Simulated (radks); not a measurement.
Results of a calculation; reference values are marked as such.
Task: Pm+, configuration [Kr] 4d10 4f7 5s2 5p4 6s1 (not the ground configuration). Level of theory: scalar-relativistic Kohn-Sham, r2SCAN, spin-polarised, spherical densities, finite nucleus; open shells are filled with parallel spins first (spin-orbit coupling, left out, can overturn this in heavy ions); meta-GGA in the generalised Kohn-Sham scheme; Fermi nuclear charge, rms radius 4.962 fm (a radial shooting solver on a logarithmic mesh with Libxc functionals). Some entries of the table are withheld. Estimate them.

orbital  occ.  eigenvalue (hartree)  <r> (bohr)
1s up       1             -1657.054     0.02318
1s down     1             -1657.047     0.02318
2s down     1             -270.1642     0.09892
2s up       1             -270.1641     0.09892
2p up       3             -241.1529     0.08711
2p down     3             -241.1493     0.08711
3s up       1             -59.17325      0.2601
3s down     1             -59.09239      0.2599
3p up       3             -50.01241      0.2585
3p down     3             -49.93014      0.2583
3d up       5             -37.45658      0.2363
3d down     5             -37.39097      0.2360
4s up       1             -11.96562      0.5951
4s down     1             -11.74104      0.5947
4p up       3              -8.95609      0.6308
4p down     3              -8.72739      0.6299
4d up       5                   (1)      0.6953
4d down     5                   (2)      0.6933
5s up       1              -1.84058       1.454
5s down     1              -1.60197       1.492
5p up       3                   (3)       1.696
5p down     1                   (4)       1.756
6s up       1              -0.33207       3.900
4f up       7                   (5)       1.180

Result: 
(1) 4d up eigenvalue (hartree): -4.69448
(2) 4d down eigenvalue (hartree): -4.45527
(3) 5p up eigenvalue (hartree): -1.12421
(4) 5p down eigenvalue (hartree): -0.91890
(5) 4f up eigenvalue (hartree): -0.23630
